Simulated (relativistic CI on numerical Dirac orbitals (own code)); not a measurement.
**Crystal-field levels of W²⁺, 5d4**

Calculated by Dirac-Coulomb-Breit CI, separate exchange-only KLI orbitals for each configuration, model QED (radiative potential, 1s self-energy scaled to tabulated hydrogen-like ionisation energies), valence Slater integrals scaled by 0.7, one configuration in a parametric crystal field (own radial code).

Field parameters in Wybourne normalisation: D4h B²₀ = −7Ds, B⁴₀ = 21(Dq − Dt), B⁴₄ = 21√(5/14) Dq. The field is a parameter set, without covalency.

S and J are read from ⟨S²⟩ = S(S + 1) and ⟨J²⟩ = J(J + 1) of each level; they are not fictitious spins.

D4h, 10Dq = 23500, Ds = -1500, Dt = 500 cm⁻¹, the lowest 10 levels:

```csv
E (cm⁻¹),Degeneracy,Irrep,S,J
0.0,1,A1,1.02,3.81
941,2,E,1.03,3.94
6084,1,B2,0.47,4.30
6671,1,A1,1.06,3.76
6690,1,B1,0.59,4.01
6774,1,A2,1.08,3.98
7718,2,E,1.04,3.89
9827,1,B1,0.94,4.13
9900,1,B2,1.01,3.95
12257,1,A1,0.82,4.02
```

D4h, 10Dq = 23500, Ds = -1090, Dt = 500 cm⁻¹, the lowest 16 levels:

```
E (cm⁻¹)  Degeneracy  Irrep     S     J
     0.0           1     A1  1.02  3.82
    1027           2      E  1.04  3.94
    5674           1     A2  1.09  3.96
    5724           1     A1  1.06  3.75
    5812           1     B2  0.59  4.22
    6306           1     B1  0.75  3.87
    6693           2      E  1.03  3.89
    9335           1     B2  0.83  4.08
    9370           1     B1  0.73  4.31
   12096           1     A1  0.55  4.23
   12960           2      E  1.32  3.74
   13035           1     B1  1.92  3.03
   13062           2      E  1.32  3.75
   13067           1     B2  1.91  3.02
   13109           1     A1  1.83  3.06
   14787           1     B1  1.94  2.98
```

D4h, 10Dq = 23500, Ds = -680, Dt = 500 cm⁻¹, the lowest 16 levels:

```csv
E (cm⁻¹),Degeneracy,Irrep,S,J
0.0,1,A1,1.02,3.83
1151,2,E,1.04,3.95
4623,1,A2,1.10,3.95
4856,1,A1,1.07,3.73
5426,1,B2,0.72,4.14
5715,2,E,1.03,3.89
5768,1,B1,0.88,3.76
8930,1,B2,0.67,4.20
9116,1,B1,0.54,4.44
11865,1,A1,0.38,4.37
12057,2,E,0.36,4.42
13048,1,B1,1.97,3.01
13128,2,E,1.94,2.94
13180,1,B2,1.93,2.98
13198,1,A1,1.89,2.97
13483,1,B1,1.91,2.98
```

D4h, 10Dq = 23500, Ds = -270, Dt = 500 cm⁻¹, the lowest 16 levels:

```csv
E (cm⁻¹),Degeneracy,Irrep,S,J
0.0,1,A1,1.03,3.85
1336,2,E,1.04,3.96
3654,1,A2,1.11,3.94
4140,1,A1,1.07,3.71
4834,2,E,1.03,3.89
4950,1,B2,0.82,4.06
5144,1,B1,0.96,3.70
8753,1,B2,0.52,4.29
9083,1,B1,0.42,4.50
11169,2,E,0.48,4.36
11545,1,A1,0.37,4.46
12009,1,B1,1.94,3.01
12119,2,E,1.85,3.14
12237,1,A1,1.87,3.04
12250,1,A2,1.89,3.03
13407,1,B2,1.95,2.96
```

D4h, 10Dq = 23500, Ds = 140, Dt = 500 cm⁻¹, the lowest 16 levels:

| E (cm⁻¹) | Degeneracy | Irrep | S | J |
| --- | --- | --- | --- | --- |
| 0.0 | 1 | A1 | 1.04 | 3.86 |
| 1607 | 2 | E | 1.05 | 3.97 |
| 2821 | 1 | A2 | 1.12 | 3.92 |
| 3683 | 1 | A1 | 1.07 | 3.68 |
| 4132 | 2 | E | 1.02 | 3.88 |
| 4468 | 1 | B2 | 0.89 | 4.00 |
| 4544 | 1 | B1 | 1.01 | 3.68 |
| 8837 | 1 | B2 | 0.40 | 4.36 |
| 9267 | 1 | B1 | 0.42 | 4.50 |
| 10373 | 2 | E | 0.81 | 4.17 |
| 10862 | 1 | B1 | 1.90 | 3.07 |
| 10946 | 1 | A1 | 1.45 | 3.69 |
| 11014 | 2 | E | 1.68 | 3.39 |
| 11112 | 1 | A2 | 1.89 | 3.03 |
| 11302 | 1 | A1 | 1.07 | 4.01 |
| 13790 | 1 | B2 | 1.96 | 2.95 |

Levels of this model without a field, named by their leading LS term (the scale mimics covalency, so terms lie below those of the real free ion): 5D_0 0, 5D_1 1515, 5D_2 3194, 5D_3 4768, 5D_4 6158, 3P_0 10788, 3H_4 11632, 3G_3 14129 cm⁻¹.
